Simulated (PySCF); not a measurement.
Shapes and spin states of FRuN

Computed with PBE0 in PySCF with Ru def2-TZVP with ECP28, N def2-TZVP, F def2-TZVP; scalar-relativistic core potentials, no spin–orbit coupling; density-fitted integrals.

Relaxations began from a few typed shapes and spin states; open shells are unrestricted. The search is not exhaustive: other isomers or separated fragments can lie lower, and high-lying points may rest on an excited occupation.

Q: Order these stationary points by electronic energy, lowest first, in kJ/mol from the lowest minimum.
A. singlet Cs: Ru–F 1.914 Å, Ru–N 1.548 Å; F–Ru–N 156.2°
B. triplet Cs: Ru–F 1.880 Å, Ru–N 1.587 Å; F–Ru–N 139.4°
C. singlet C∞v: Ru–F 1.927 Å, Ru–N 1.551 Å; F–Ru–N 180.0°
D. triplet Cs: Ru–F 1.880 Å, Ru–N 1.588 Å; F–Ru–N 141.3°
E. triplet C∞v: Ru–F 1.906 Å, Ru–N 1.607 Å; F–Ru–N 180.0°
F. quintet Cs: Ru–F 1.870 Å, Ru–N 1.663 Å; F–Ru–N 118.4°
G. quintet C∞v: Ru–F 1.958 Å, Ru–N 1.698 Å; F–Ru–N 180.0°

A: A (0.0), C (2.7), B (46.0), D (47.8), E (64.7), F (163.6), G (244.4).

Q: Which of them are minima?

A: By energy in kJ/mol, 0.0: minimum; 2.7: saddle point, 2 imaginary modes; 46.0: minimum; 47.8: minimum; 64.7: saddle point, 2 imaginary modes; 163.6: minimum; 244.4: not settled, its softest mode being under 30 cm⁻¹.

Formally Ru is in oxidation state +4, d4, with 0 unpaired electrons (the high-spin count would be 4). The polar-tensor charge on Ru, 1.44, is far below the formal one.

The electron or spin density has lower symmetry than the nuclear frame for the triplet C∞v at 64.7 kJ/mol, quintet C∞v at 244.4 kJ/mol.
